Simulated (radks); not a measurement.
Q: The dysprosium ion Dy7+ is in [Kr] 4d10 4f6 5s2 5p5. All-electron calculation, scalar-relativistic Kohn-Sham, PBE, spin-polarised, spherical densities, finite nucleus; Fermi nuclear charge, rms radius of each element as measured or else 0.836 A^(1/3) + 0.57 fm. Program: a radial shooting solver on a logarithmic mesh with Libxc functionals. Open shells are filled with parallel spins first. One electron is removed from 4d, 5s, 5p, 4f in turn, with full relaxation. Which removal costs least, and what does each cost?

A: 5p 126.69 eV; 4f 137.05 eV; 5s 156.18 eV; 4d 285.87 eV. The 5p electron leaves first.
